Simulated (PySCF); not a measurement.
Molecule: sum formula H7BSi2O3 (charge 0, singlet). SMILES: O([SiH3])B(O[SiH3])O
Coordinates optimised at B3LYP-D3(BJ)/def2-TZVP (Ansatz):
```
O
B 1 1.3656
O 2 1.3674 1 120.16
O 2 1.3682 1 119.14 3 -180.00
H 4 0.9621 2 112.88 1 -180.00
Si 1 1.6560 2 132.32 3 180.00
Si 3 1.6579 2 129.60 1 0.00
H 6 1.4770 1 106.37 2 180.00
H 7 1.4771 3 106.35 2 -180.00
H 6 1.4790 8 109.87 1 -119.52
H 6 1.4790 8 109.87 10 -120.96
H 7 1.4793 9 109.84 3 -119.60
H 7 1.4793 9 109.84 12 -120.79
```

Dispersion corrections to the total energy (kcal/mol) from the dftd3 and dftd4 libraries through PySCF: D3(BJ) without and D4 with the three-body term, each with the damping fitted for the functional named.

```tsv
functional	D3(BJ)	D4
BP86	-10.42	…
CAM-B3LYP	-5.29	-5.82
TPSSh	-7.41	-8.19
PW6B95	-3.51	-5.61
HSE06	…	-5.33
BLYP	…	-14.48
BHLYP	-8.79	-8.17
```

**Question.** What belongs in the gaps?

**Answer.** 
- BP86, D4: -9.13
- HSE06, D3(BJ): -4.52
- BLYP, D3(BJ): -13.33
